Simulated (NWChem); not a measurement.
The numbers come from NWChem runs, not from measurements. System: ClGa, charge 0, spin multiplicity 1, at a geometry optimised with B3LYP/def2-SVP. The structure started from a generated list of species. Level: BHandHLYP/STO-3G.

Input file:

```
start mol
memory heap 200 mb stack 900 mb global 1100 mb
geometry units angstroms nocenter noautoz
  Ga     0.000000     0.000000    -0.790940
  Cl     0.000000     0.000000     1.442303
  symmetry group C2v
end
basis spherical
  * library sto-3g
end
dft
  xc bhlyp
  semidirect memsize 60000000 filesize 0
  iterations 100
end
task dft energy
```

Part of the output:

```
             Northwest Computational Chemistry Package (NWChem) 7.3.0
             --------------------------------------------------------

                                NWChem Input Module
                                -------------------

 Scaling coordinates for geometry "geometry" by  1.889725989
 (inverse scale =  0.529177249)

 Turning off AUTOSYM since
 SYMMETRY directive was detected!

                             Geometry "geometry" -> ""
                             -------------------------

 Output coordinates in angstroms (scale by  1.889725989 to convert to a.u.)

  No.       Tag          Charge          X              Y              Z
 ---- ---------------- ---------- -------------- -------------- --------------
    1 Ga                  31.0000     0.00000000     0.00000000    -0.79094000
    2 Cl                  17.0000     0.00000000     0.00000000     1.44230300

 Effective nuclear repulsion energy (a.u.)     124.8750853458

            Nuclear Dipole moment (a.u.)
            ----------------------------
        X                 Y               Z
 ---------------- ---------------- ----------------
     0.0000000000     0.0000000000     0.0000207870

      Symmetry information
      --------------------

 Group name             C2v
 Group number             16
 Group order               4
 No. of unique centers     2

      Symmetry unique atoms

     1    2


 Summary of "ao basis" -> "" (spherical)
 ------------------------------------------------------------------------------
       Tag                 Description            Shells   Functions and Types
 ---------------- ------------------------------  ------  ---------------------
 *                           sto-3g                   on all atoms

                                 NWChem DFT Module
                                 -----------------

 Summary of "ao basis" -> "ao basis" (spherical)
 ------------------------------------------------------------------------------
       Tag                 Description            Shells   Functions and Types
 ---------------- ------------------------------  ------  ---------------------
 Ga                          sto-3g                  8       18   4s3p1d
 Cl                          sto-3g                  5        9   3s2p

 Summary of "ao basis" -> "ao basis" (spherical)
 ------------------------------------------------------------------------------
       Tag                 Description            Shells   Functions and Types
 ---------------- ------------------------------  ------  ---------------------
 Ga                          sto-3g                  8       18   4s3p1d
 Cl                          sto-3g                  5        9   3s2p

      Symmetry analysis of basis
      --------------------------

        a1         14
        a2          1
        b1          6
        b2          6

            General Information
            -------------------
          SCF calculation type: DFT
          Wavefunction type:  closed shell.
          No. of atoms     :     2
          No. of electrons :    48
           Alpha electrons :    24
            Beta electrons :    24
          Charge           :     0
          Spin multiplicity:     1
          Use of symmetry is: on ; symmetry adaption is: on
          Maximum number of iterations: 100
          AO basis - number of functions:    27
                     number of shells:    13
          Convergence on energy requested:  1.00D-06
          Convergence on density requested:  1.00D-05
          Convergence on gradient requested:  5.00D-04

              XC Information
              --------------
                        BHLYP Method XC Functional
                     Hartree-Fock (Exact) Exchange  0.500
                        Slater Exchange Functional  0.500 local
                    Becke 1988 Exchange Functional  0.500 non-local
              Lee-Yang-Parr Correlation Functional  1.000

             Grid Information
             ----------------
          Grid used for XC integration:  medium
          Radial quadrature: Mura-Knowles
          Angular quadrature: Lebedev.
          Tag              B.-S. Rad. Rad. Pts. Rad. Cut. Ang. Pts.
          ---              ---------- --------- --------- ---------
          Ga                  1.30      112           7.0       590
          Cl                  1.00       88           7.0       590
          Grid pruning is: on
          Number of quadrature shells:   200
          Spatial weights used:  Erf1

          Convergence Information
          -----------------------
          Convergence aids based upon iterative change in
          total energy or number of iterations.
          Levelshifting, if invoked, occurs when the
          HOMO/LUMO gap drops below (HL_TOL):  1.00D-02
          DIIS, if invoked, will attempt to extrapolate
          using up to (NFOCK): 10 stored Fock matrices.

                    Damping( 0%)  Levelshifting(0.5)       DIIS
                  --------------- ------------------- ---------------
          dE  on:    start            ASAP                start
          dE off:    2 iters        100 iters           100 iters

      Screening Tolerance Information
      -------------------------------
          Density screening/tol_rho:  1.00D-10
          AO Gaussian exp screening on grid/accAOfunc:  14
          CD Gaussian exp screening on grid/accCDfunc:  20
          XC Gaussian exp screening on grid/accXCfunc:  20
          Schwarz screening/accCoul:  1.00D-08

      Superposition of Atomic Density Guess
      -------------------------------------
[...]
               write      read    awrite     aread      wait
               -----      ----    ------     -----      ----
     calls:        1         0         0         0         0
   data(b): 5.24e+05  0.00e+00  0.00e+00  0.00e+00
   time(s): 0.00e+00  0.00e+00  0.00e+00  0.00e+00  0.00e+00
rate(mb/s): 0.00e+00  0.00e+00
------------------------------------------------------------

 !! scf_movecs_sym_adapt:    8 vectors were symmetry contaminated

  Symmetry fudging

 !! scf_movecs_sym_adapt:    6 vectors were symmetry contaminated

   convergence    iter        energy       DeltaE   RMS-Dens  Diis-err    time
 ---------------- ----- ----------------- --------- --------- ---------  ------
 d= 0,ls=0.0,diis     1  -2357.3388463462 -2.48D+03  1.66D-01  1.18D-01     0.3

 !! scf_movecs_sym_adapt:    6 vectors were symmetry contaminated

  Symmetry fudging

 !! scf_movecs_sym_adapt:    6 vectors were symmetry contaminated

 d= 0,ls=0.5,diis     2  -2352.6109130569  4.73D+00  8.58D-03  1.17D+01     0.3

 !! scf_movecs_sym_adapt:    6 vectors were symmetry contaminated

  Symmetry fudging

 !! scf_movecs_sym_adapt:    4 vectors were symmetry contaminated

 d= 0,ls=0.5,diis     3  -2352.8709741560 -2.60D-01  5.84D-03  1.04D+01     0.3

 !! scf_movecs_sym_adapt:    8 vectors were symmetry contaminated

  Symmetry fudging

 !! scf_movecs_sym_adapt:    4 vectors were symmetry contaminated

 d= 0,ls=0.5,diis     4  -2353.0476024794 -1.77D-01  3.51D-03  1.02D+01     0.4

 !! scf_movecs_sym_adapt:    6 vectors were symmetry contaminated

  Symmetry fudging

 !! scf_movecs_sym_adapt:    2 vectors were symmetry contaminated

 d= 0,ls=0.5,diis     5  -2352.9733715843  7.42D-02  6.85D-03  1.11D+01     0.4

 !! scf_movecs_sym_adapt:    8 vectors were symmetry contaminated

  Symmetry fudging

 !! scf_movecs_sym_adapt:    2 vectors were symmetry contaminated

 d= 0,ls=0.5,diis     6  -2353.1984282415 -2.25D-01  9.27D-03  1.09D+01     0.4

 !! scf_movecs_sym_adapt:    4 vectors were symmetry contaminated

  Symmetry fudging
 d= 0,ls=0.5,diis     7  -2353.5119915112 -3.14D-01  1.35D-02  1.16D+01     0.4

 !! scf_movecs_sym_adapt:    2 vectors were symmetry contaminated

  Symmetry fudging

 !! scf_movecs_sym_adapt:    2 vectors were symmetry contaminated

 d= 0,ls=0.5,diis     8  -2353.9838592685 -4.72D-01  7.34D-03  1.29D+01     0.4

 !! scf_movecs_sym_adapt:    2 vectors were symmetry contaminated

  Symmetry fudging
 d= 0,ls=0.5,diis     9  -2354.1743783044 -1.91D-01  2.85D-02  1.41D+01     0.5
 d= 0,ls=0.5,diis    10  -2355.3483357126 -1.17D+00  4.51D-02  1.21D+01     0.5

 !! scf_movecs_sym_adapt:    2 vectors were symmetry contaminated

  Symmetry fudging
 d= 0,ls=0.5,diis    11  -2356.8224226366 -1.47D+00  5.06D-02  3.85D+00     0.5
 d= 0,ls=0.5,diis    12  -2357.4175725271 -5.95D-01  2.39D-02  7.01D-02     0.5

 !! scf_movecs_sym_adapt:    2 vectors were symmetry contaminated

  Symmetry fudging
  Resetting Diis
 d= 0,ls=0.5,diis    13  -2357.4118715543  5.70D-03  1.33D-02  1.77D-01     0.6

 !! scf_movecs_sym_adapt:    4 vectors were symmetry contaminated

  Symmetry fudging
 d= 0,ls=0.5,diis    14  -2357.3898861322  2.20D-02  2.01D-02  1.90D-01     0.6

 !! scf_movecs_sym_adapt:    2 vectors were symmetry contaminated

  Symmetry fudging
 d= 0,ls=0.5,diis    15  -2357.4368410450 -4.70D-02  6.19D-03  1.20D-02     0.6

 !! scf_movecs_sym_adapt:    4 vectors were symmetry contaminated

  Symmetry fudging
 d= 0,ls=0.5,diis    16  -2357.4410427528 -4.20D-03  1.82D-03  4.26D-03     0.6
 d= 0,ls=0.5,diis    17  -2357.4416663611 -6.24D-04  9.34D-04  3.74D-04     0.7

 !! scf_movecs_sym_adapt:    2 vectors were symmetry contaminated

  Symmetry fudging
 d= 0,ls=0.5,diis    18  -2357.4417945101 -1.28D-04  5.23D-04  1.11D-04     0.7

 !! scf_movecs_sym_adapt:    2 vectors were symmetry contaminated

  Symmetry fudging
 d= 0,ls=0.5,diis    19  -2357.4418272199 -3.27D-05  3.85D-04  8.60D-05     0.7

 !! scf_movecs_sym_adapt:    2 vectors were symmetry contaminated

  Symmetry fudging
 d= 0,ls=0.5,diis    20  -2357.4418469776 -1.98D-05  2.64D-04  3.71D-05     0.7

 !! scf_movecs_sym_adapt:    2 vectors were symmetry contaminated

  Symmetry fudging
 d= 0,ls=0.5,diis    21  -2357.4418557519 -8.77D-06  1.69D-04  1.39D-05     0.7

 !! scf_movecs_sym_adapt:    2 vectors were symmetry contaminated

  Symmetry fudging
 d= 0,ls=0.5,diis    22  -2357.4418591083 -3.36D-06  9.64D-05  5.34D-06     0.8
 d= 0,ls=0.5,diis    23  -2357.4418603107 -1.20D-06  5.50D-05  2.21D-06     0.8

 !! scf_movecs_sym_adapt:    4 vectors were symmetry contaminated

  Symmetry fudging
 d= 0,ls=0.5,diis    24  -2357.4418607700 -4.59D-07  3.18D-05  9.07D-07     0.8

 !! scf_movecs_sym_adapt:    2 vectors were symmetry contaminated

  Symmetry fudging
 d= 0,ls=0.5,diis    25  -2357.4418609487 -1.79D-07  1.83D-05  3.80D-07     0.8

 !! scf_movecs_sym_adapt:    2 vectors were symmetry contaminated

  Symmetry fudging
 d= 0,ls=0.5,diis    26  -2357.4418610206 -7.20D-08  1.07D-05  1.57D-07     0.9

 !! scf_movecs_sym_adapt:    2 vectors were symmetry contaminated

  Symmetry fudging
 d= 0,ls=0.5,diis    27  -2357.4418610494 -2.88D-08  6.41D-06  6.81D-08     0.9

         Total DFT energy =    -2357.441861061468
      One electron energy =    -3543.810797690890
           Coulomb energy =     1165.281835609720
    Exchange-Corr. energy =     -103.787984326067
 Nuclear repulsion energy =      124.875085345769

 Numeric. integr. density =       47.999999763831

     Total iterative time =      0.8s

                  Occupations of the irreducible representations
                  ----------------------------------------------

                     irrep           alpha         beta
                     --------     --------     --------
                     a1               13.0         13.0
                     a2                1.0          1.0
                     b1                5.0          5.0
                     b2                5.0          5.0

                       DFT Final Molecular Orbital Analysis
                       ------------------------------------

 Vector   22  Occ=2.000000D+00  E=-1.944777D-01  Symmetry=a1
              MO Center= -2.3D-18,  2.7D-18, -7.9D-01, r^2= 1.4D-01
   Bfn.  Coefficient  Atom+Function         Bfn.  Coefficient  Atom+Function
  ----- ------------  ---------------      ----- ------------  ---------------
    18      1.000000  1 Ga d  2

 Vector   23  Occ=2.000000D+00  E=-1.662223D-01  Symmetry=b2
              MO Center=  2.4D-19, -4.8D-12, -7.9D-01, r^2= 3.3D-01
   Bfn.  Coefficient  Atom+Function         Bfn.  Coefficient  Atom+Function
  ----- ------------  ---------------      ----- ------------  ---------------
    15      0.949447  1 Ga d -1              12     -0.319733  1 Ga py
     8      0.089063  1 Ga py                26      0.064674  2 Cl py
     4     -0.026411  1 Ga py

 Vector   24  Occ=2.000000D+00  E=-1.662223D-01  Symmetry=b1
              MO Center= -4.8D-12, -4.1D-19, -7.9D-01, r^2= 3.3D-01
   Bfn.  Coefficient  Atom+Function         Bfn.  Coefficient  Atom+Function
  ----- ------------  ---------------      ----- ------------  ---------------
    17      0.949447  1 Ga d  1              11      0.319733  1 Ga px
     7     -0.089063  1 Ga px                25     -0.064674  2 Cl px
     3      0.026411  1 Ga px

 Vector   25  Occ=0.000000D+00  E= 3.972119D-02  Symmetry=b2
              MO Center= -6.3D-20, -2.6D-13, -6.8D-01, r^2= 2.0D+00
   Bfn.  Coefficient  Atom+Function         Bfn.  Coefficient  Atom+Function
  ----- ------------  ---------------      ----- ------------  ---------------
    12      0.954575  1 Ga py                15      0.312342  1 Ga d -1
    26     -0.305739  2 Cl py                 8     -0.246882  1 Ga py
    22      0.078345  2 Cl py                 4      0.073778  1 Ga py

 Vector   26  Occ=0.000000D+00  E= 3.972120D-02  Symmetry=b1
              MO Center= -3.1D-13,  1.2D-20, -6.8D-01, r^2= 2.0D+00
   Bfn.  Coefficient  Atom+Function         Bfn.  Coefficient  Atom+Function
  ----- ------------  ---------------      ----- ------------  ---------------
    11      0.954575  1 Ga px                17     -0.312342  1 Ga d  1
    25     -0.305739  2 Cl px                 7     -0.246882  1 Ga px
    21      0.078345  2 Cl px                 3      0.073778  1 Ga px

 Vector   27  Occ=0.000000D+00  E= 1.965241D-01  Symmetry=a1
              MO Center=  2.4D-19,  2.5D-19, -2.3D-01, r^2= 2.4D+00
   Bfn.  Coefficient  Atom+Function         Bfn.  Coefficient  Atom+Function
  ----- ------------  ---------------      ----- ------------  ---------------
    13      1.074526  1 Ga pz                27      0.739208  2 Cl pz
    24     -0.457807  2 Cl s                 10      0.382272  1 Ga s
     9     -0.243359  1 Ga pz                16      0.172390  1 Ga d  0
    23     -0.172429  2 Cl pz                 5      0.072342  1 Ga pz
    20      0.056846  2 Cl s                  6     -0.051805  1 Ga s

 center of mass
 --------------
 x =   0.00000000 y =   0.00000000 z =  -0.07421821

 moments of inertia (a.u.)
 ------------------
         413.180106792919           0.000000000000           0.000000000000
           0.000000000000         413.180106792919           0.000000000000
           0.000000000000           0.000000000000           0.000000000000

     Multipole analysis of the density
     ---------------------------------

     L   x y z        total         alpha         beta         nuclear
     -   - - -        -----         -----         ----         -------
     0   0 0 0     -0.000000    -24.000000    -24.000000     48.000000

     1   1 0 0      0.000000      0.000000      0.000000      0.000000
     1   0 1 0      0.000000      0.000000      0.000000      0.000000
     1   0 0 1     -0.689534     -0.344777     -0.344777      0.000021

     2   2 0 0    -19.194717     -9.597358     -9.597358      0.000000
     2   1 1 0     -0.000000     -0.000000     -0.000000      0.000000
     2   1 0 1      0.000000      0.000000      0.000000      0.000000
     2   0 2 0    -19.194717     -9.597358     -9.597358      0.000000
     2   0 1 1      0.000000      0.000000      0.000000      0.000000
     2   0 0 2    -24.171794   -109.856663   -109.856663    195.541531

 Task  times  cpu:        0.9s     wall:        0.9s

 Total times  cpu:        0.9s     wall:        0.9s
```
